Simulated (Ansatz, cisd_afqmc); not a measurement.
System: In, charge 0, doublet.

Total energies in def2-QZVPP, 3 correlated electrons, 9 frozen orbitals. Open shells are spin-unrestricted; no spin-orbit coupling. Correlated methods leave the cores frozen (noble-gas shells, and filled d and f shells in the p block). Past Kr the def2 sets carry scalar-relativistic core potentials. AFQMC/CISD: phaseless, guided by CISD from CCSD amplitudes; bars are statistical, one sigma. Outlying blocks are dropped, and bars are widened where a walk drifts. Over all cases where full CI ran beside it in this data, AFQMC minus full CI had a median of +0.1 mEh and passed +0.4 mEh in a tenth of the cases. Spin-orbit terms, left out, reach several kcal/mol for Br and I, and more for heavier atoms.

```tsv
method	program	energy (Eh)	minus CCSDT (mEh)
HF	Ansatz	-189.21066	43.62
MP2	Ansatz	-189.24260	11.68
CCSD	Ansatz	-189.25317	1.11
CCSD(T)	Ansatz	-189.25402	0.26
CCSDT	Ansatz	-189.25428	0.00
AFQMC/CISD	cisd_afqmc	-189.2542 ± 0.0001	0.1 ± 0.1
```

Ansatz is a program for electronic structure.
